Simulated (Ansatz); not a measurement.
Level of theory: B3LYP-D3(BJ)/def2-TZVP (Ansatz, a first-principles code). No frequencies were computed at this level.

Ansatz 0.2 input:
```yaml
crystal:
  periodic: [false, false, false]
  atoms:
    - { symbol: B, position_ang: [1.300526, 0.140678, 0.063003] }
    - { symbol: C, position_ang: [-0.173926, 0.347495, -0.343192] }
    - { symbol: C, position_ang: [-1.185221, -0.364502, 0.15893] }
    - { symbol: H, position_ang: [2.14337, 0.794617, -0.416486] }
    - { symbol: H, position_ang: [1.573903, -0.675338, 0.854922] }
    - { symbol: H, position_ang: [-0.42857, 1.107134, -1.076091] }
    - { symbol: H, position_ang: [-1.015503, -1.138006, 0.891522] }
    - { symbol: H, position_ang: [-2.214579, -0.212079, -0.132608] }
basis:
  gaussian: { orbitals: def2-tzvp }
hamiltonian:
  xc: b3lyp
  dispersion: d3bj
relax:
  max_steps: 150
```

Output:

```
Functional definition: B3LYP
749 factors; their error is unknown
mean field evaluation 1: about -2825.6845 eV, gradient 5.0e1 eV
mean field evaluation 2: about -2822.8943 eV, gradient 5.8e1 eV
mean field evaluation 4: about -2831.9044 eV, gradient 2.0e0 eV
mean field evaluation 8: about -2831.9011 eV, gradient 3.8e-1 eV
mean field -2831.90137262 eV, -104.0704559122 hartree, gradient 3.1e-5 eV, S^2 0.000000; 0 other end points of the search recorded, 0 dependent functions left out
reference -2831.90160895 eV, -104.0704645970 hartree; 11, 11 occupied and 112, 112 virtual orbitals, 749 factors
relax step   1: F+E_penalty+E_count = -2832.09720110 eV  Δ(F+E_penalty+E_count) = +0.000e0 eV  max|allowed force component| = 7.701e-1 eV/Å  Δτ_max = 0.0000 Å  (26 SCF iters, accepted)
these checks for a lower state are left out or cut short: starts, cluster_reference, orbital_swaps, neighbouring_geometries, increment
749 factors; their error is unknown
mean field evaluation 16: about -2831.9305 eV, gradient 1.3e0 eV
mean field -2831.91960894 eV, -104.0711260844 hartree, gradient 1.1e-5 eV, S^2 0.000000; 0 other end points of the search recorded, 0 dependent functions left out
reference -2831.91984572 eV, -104.0711347862 hartree; 11, 11 occupied and 112, 112 virtual orbitals, 749 factors
relax step   2: F+E_penalty+E_count = -2832.11556323 eV  Δ(F+E_penalty+E_count) = -1.836e-2 eV  max|allowed force component| = 2.867e-1 eV/Å  Δτ_max = 0.0254 Å  (31 SCF iters, accepted)
these checks for a lower state are left out or cut short: starts, cluster_reference, orbital_swaps, neighbouring_geometries, increment
749 factors; their error is unknown
mean field -2831.92270752 eV, -104.0712399554 hartree, gradient 1.1e-5 eV, S^2 0.000000; 0 other end points of the search recorded, 0 dependent functions left out
reference -2831.92294444 eV, -104.0712486620 hartree; 11, 11 occupied and 112, 112 virtual orbitals, 749 factors
relax step   3: F+E_penalty+E_count = -2832.11894657 eV  Δ(F+E_penalty+E_count) = -3.383e-3 eV  max|allowed force component| = 1.778e-2 eV/Å  Δτ_max = 0.0244 Å  (31 SCF iters, accepted)
these checks for a lower state are left out or cut short: starts, cluster_reference, orbital_swaps, neighbouring_geometries, increment
749 factors; their error is unknown
mean field evaluation 32: about -2831.9223 eV, gradient 3.8e-1 eV
mean field -2831.92252315 eV, -104.0712331797 hartree, gradient 1.1e-5 eV, S^2 0.000000; 0 other end points of the search recorded, 0 dependent functions left out
reference -2831.92276001 eV, -104.0712418841 hartree; 11, 11 occupied and 112, 112 virtual orbitals, 749 factors
relax step   4: F+E_penalty+E_count = -2832.11885784 eV  Δ(F+E_penalty+E_count) = +8.872e-5 eV  max|allowed force component| = 4.477e-2 eV/Å  Δτ_max = 0.0062 Å  (33 SCF iters, rejected (line search))
these checks for a lower state are left out or cut short: starts, cluster_reference, orbital_swaps, neighbouring_geometries, increment
749 factors; their error is unknown
mean field -2831.92275818 eV, -104.0712418168 hartree, gradient 1.1e-5 eV, S^2 0.000000; 0 other end points of the search recorded, 0 dependent functions left out
reference -2831.92299503 eV, -104.0712505212 hartree; 11, 11 occupied and 112, 112 virtual orbitals, 749 factors
relax step   5: F+E_penalty+E_count = -2832.11904368 eV  Δ(F+E_penalty+E_count) = -9.711e-5 eV  max|allowed force component| = 5.443e-3 eV/Å  Δτ_max = 0.0029 Å  (33 SCF iters, accepted)
749 factors; their error is unknown
mean field evaluation 64: about -2831.9228 eV, gradient 4.5e-3 eV
mean field -2831.92275818 eV, -104.0712418168 hartree, gradient 1.1e-5 eV, S^2 0.000000; 1 other end points of the search recorded, 0 dependent functions left out
reference -2831.92299503 eV, -104.0712505212 hartree; 11, 11 occupied and 112, 112 virtual orbitals, 749 factors
Total energy: -2832.11928054 eV, -104.0784638803 hartree
Atom 0 at     1.281222     0.143708     0.057269 Å, force     0.003076    -0.000585    -0.000839 eV/Å
Atom 1 at    -0.178370     0.366692    -0.362369 Å, force     0.000539     0.004715    -0.003260 eV/Å
Atom 2 at    -1.173869    -0.364262     0.160449 Å, force    -0.003424    -0.000234     0.003598 eV/Å
Atom 3 at     2.170910     0.789473    -0.405104 Å, force    -0.001276    -0.004336     0.004723 eV/Å
Atom 4 at     1.530137    -0.697979     0.866934 Å, force    -0.005443     0.001662    -0.002701 eV/Å
Atom 5 at    -0.444163     1.124575    -1.095779 Å, force    -0.001314    -0.001691     0.000516 eV/Å
Atom 6 at    -0.971657    -1.135099     0.896698 Å, force     0.005341     0.004058    -0.003639 eV/Å
Atom 7 at    -2.214211    -0.227109    -0.118098 Å, force     0.002501    -0.003590     0.001601 eV/Å
Dipole moment:    -0.279326    -0.026562    -0.016671 e Å
```

Cost: around 20 core-seconds (rough).
